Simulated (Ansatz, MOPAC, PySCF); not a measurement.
Complex: HF (SMILES F) (first 2 atoms) with SiH4 (SMILES [SiH4]); geometry from B3LYP-D3(BJ)/def2-TZVP, rigid monomers moved along the line of their centres of mass till H2···H4 is 2.43 Å.
(charge 0, multiplicity 1):
```xyz
7

F     -0.20220    -0.42935    -0.46784
H     -0.10079    -0.77049     0.39116
Si    -0.00707     0.25055     3.75545
H      0.07857    -0.90165     2.81477
H      1.08064     1.19871     3.44073
H      0.14645    -0.28167     5.12558
H     -1.32549     0.89586     3.59272
```

Monomers are frozen at their geometry in the pair; levels with a basis set take the counterpoise correction. Rows marked so take none.

Correlated levels freeze the cores. Rows in 6-31G*, STO-3G carry no dispersion term and start afresh at each structure (6-31G* with six Cartesian d functions). The state that PM6 reach isn't checked.

The values were computed with Ansatz (Gaussian orbitals); MOPAC for PM6 (differences of heats of formation); PySCF for 6-31G* rows, STO-3G rows, the dispersion terms. 

| level | interaction energy (meV) |
|---|---|
| PM6 | -12.4 |
| HF/STO-3G (no counterpoise) | -4.5 |
| HF/6-31G* (no counterpoise) | -35.1 |
| HF/aug-cc-pV(D+d)Z | -20.1 |
| PBE-D3(BJ)/def2-TZVPPD | -53.7 |
| r2SCAN/def2-TZVPPD | -35.9 |
| wB97M-V/def2-TZVPPD | -39.2 |
| SCS-MP2/aug-cc-pV(D+d)Z | ? |
| CCSD/aug-cc-pV(D+d)Z | ? |

Q: Complete the blanks.

A: 
- SCS-MP2/aug-cc-pV(D+d)Z, interaction energy (meV): -29.8
- CCSD/aug-cc-pV(D+d)Z, interaction energy (meV): -32.5

Ansatz is a program for electronic structure.
